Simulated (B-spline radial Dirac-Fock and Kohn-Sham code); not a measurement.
Photoelectron lines of Cr³⁺ at 9630 eV

System: Cr³⁺ in the configuration [Ar] 3d3.

Input of the calculation (task.json; shells as n, l, electrons):

```json
{"items": [{
  "Z": 24,
  "q": 3,
  "cfg": [[1, 0, 2], [2, 0, 2], [2, 1, 6], [3, 0, 2], [3, 1, 6], [3, 2, 3]],
  "A": 52,
  "rrms": 3.6452,
  "do": ["binding", "quiet", "photo"],
  "hv": [35.4, 55.7, 117.0, 189.0, 214.0, 220.0, 365.0, 804.0, 1180.0, 1480.0, 2620.0, 4130.0, 6510.0, 6860.0, 9630.0, 19200.0, 21200.0, 22600.0, 32400.0, 46700.0, 52400.0, 118000.0, 141000.0, 156000.0]
}]}
```

Run with: `python xray_run.py task.json out`

Calculated with an atomic code on a B-spline grid, using independent-particle photoionisation in a Dirac-Hartree-Slater potential with a Latter tail, all multipoles, thresholds from Dirac-Fock ΔSCF. The asymmetry parameter β is from the dipole term alone. Kinetic energies are from the vacuum level. Open shells are spread statistically over j, without multiplet splitting.

The last column is dσ/dΩ = σ/(4π) · [1 − (β/2) P₂(cos θ)] at θ = 0° from the beam of unpolarised light.

```csv
subshell,electrons,binding (eV),kinetic (eV),σ (kb),β,dσ/dΩ (kb/sr)
K (1s),2,6041.5,3588.5,11.9,2.00,≈ 0
L1 (2s),2,751.8,8878.2,0.853,2.00,≈ 0
L2 (2p1/2),2,637.3,8992.7,0.145,0.69,0.00755
L3 (2p3/2),4,628.9,9001.1,0.269,0.67,0.0142
M1 (3s),2,129.3,9500.7,0.123,2.00,≈ 0
M2 (3p1/2),2,94.67,9535.3,0.0191,0.65,0.00102
M3 (3p3/2),4,93.61,9536.4,0.0355,0.63,0.00193
M4 (3d3/2),1.2,46.83,9583.2,0.000130,0.29,8.88e-06
M5 (3d5/2),1.8,46.73,9583.3,0.000188,0.30,1.27e-05
```

Branching ratios of the spin-orbit partners (statistical value in brackets): 2p 1.86 (2.00), 3p 1.86 (2.00), 3d 1.44 (1.50).

Run: 4.9 s of CPU time on 1 thread of Neoverse-N1 (shared host), peak memory 0.32 GiB.
